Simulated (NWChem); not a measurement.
# C2H4O3Si; SMILES O=C1OC[SiH2]O1

```xyz
10

O     -0.4007    -2.3000     0.0000
C     -0.1448    -1.1421     0.0000
O      1.1276    -0.6794     0.0000
C      1.3277     0.7301     0.0000
Si    -0.4446     1.4194     0.0000
O     -1.0701    -0.1568     0.0000
H      1.9154     1.0064     0.8898
H      1.9154     1.0064    -0.8898
H     -0.8545     2.1536    -1.2245
H     -0.8545     2.1536     1.2245
```
Atoms are numbered in this order, from 1.

Level: PBE0/def2-SVP (NWChem), optimised geometry, unscaled harmonic frequencies. 

Question: List the harmonic frequencies with IR intensities, and the thermochemistry.

Answer: 
```json
[
 {"frequency (cm⁻¹)": "98", "IR intensity (km/mol)": "1.1"},
 {"frequency (cm⁻¹)": "151", "IR intensity (km/mol)": "0.6"},
 {"frequency (cm⁻¹)": "476", "IR intensity (km/mol)": "6.0"},
 {"frequency (cm⁻¹)": "500", "IR intensity (km/mol)": "9.2"},
 {"frequency (cm⁻¹)": "518", "IR intensity (km/mol)": "18.9"},
 {"frequency (cm⁻¹)": "655", "IR intensity (km/mol)": "6.9"},
 {"frequency (cm⁻¹)": "667", "IR intensity (km/mol)": "24.5"},
 {"frequency (cm⁻¹)": "718", "IR intensity (km/mol)": "14.2"},
 {"frequency (cm⁻¹)": "785", "IR intensity (km/mol)": "12.9"},
 {"frequency (cm⁻¹)": "796", "IR intensity (km/mol)": "9.6"},
 {"frequency (cm⁻¹)": "843", "IR intensity (km/mol)": "49.9"},
 {"frequency (cm⁻¹)": "857", "IR intensity (km/mol)": "58.3"},
 {"frequency (cm⁻¹)": "981", "IR intensity (km/mol)": "173.4"},
 {"frequency (cm⁻¹)": "986", "IR intensity (km/mol)": "41.1"},
 {"frequency (cm⁻¹)": "1144", "IR intensity (km/mol)": "178.5"},
 {"frequency (cm⁻¹)": "1181", "IR intensity (km/mol)": "335.0"},
 {"frequency (cm⁻¹)": "1221", "IR intensity (km/mol)": "2.7"},
 {"frequency (cm⁻¹)": "1323", "IR intensity (km/mol)": "107.5"},
 {"frequency (cm⁻¹)": "1467", "IR intensity (km/mol)": "24.8"},
 {"frequency (cm⁻¹)": "1973", "IR intensity (km/mol)": "708.2"},
 {"frequency (cm⁻¹)": "2278", "IR intensity (km/mol)": "71.8"},
 {"frequency (cm⁻¹)": "2286", "IR intensity (km/mol)": "107.4"},
 {"frequency (cm⁻¹)": "3083", "IR intensity (km/mol)": "12.7"},
 {"frequency (cm⁻¹)": "3142", "IR intensity (km/mol)": "3.2"}
]
```

```json
{
 "zero_point_energy": "40.2 kcal/mol",
 "thermal correction to the enthalpy at 298.15 K (with zero-point energy)": "44.4 kcal/mol",
 "heat capacity Cv": "20.3 cal/(mol K)",
 "entropy at 298.15 K and 1 atm (symmetry number 1)": "76.8 cal/(mol K)",
 "dipole_moment": "5.54 D"
}
```

Rigid rotor and harmonic oscillator; modes under 100 cm⁻¹ make the entropy uncertain.
